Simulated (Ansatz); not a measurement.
`BBC` + `NCF` → `CBNCF` + BH₃  (cleavage of the B–B bond)

Isolated molecules relaxed with PBE0-D4/def2-TZVP in Ansatz; ΔE leaves out vibrations. CBS: MP2 limit from def2 TZ/QZ plus the TZ coupled-cluster correction, frozen cores. This one scheme is used for every species. Functionals use def2-TZVPP. Each species was taken in one conformer, which may not be the lowest.

```tsv
level	ΔE (kJ/mol)
PBE0	-126.6
HF/CBS(def2)	-143.4
```

Q: What does CCSD(T)/CBS give? (Estimate.)

A: Ansatz gave: -139.8 kJ/mol. The listed levels differ from it by 13.2, -3.6 kJ/mol.

Largest T1 diagnostic among the species: 0.012.

The D4 term adds −3.5 kJ/mol with B3LYP and −2.0 kJ/mol with PBE0; it sums over pairs of atoms, weighted by their polarisabilities, and B3LYP, whose exchange is more repulsive, gets the larger term. From PBE to PBE0 (25 % exact exchange), in def2-TZVPP and without D4, ΔE moves by −6.5 kJ/mol.

B3LYP here is the variant with VWN-RPA as its local correlation; programs differ in this.
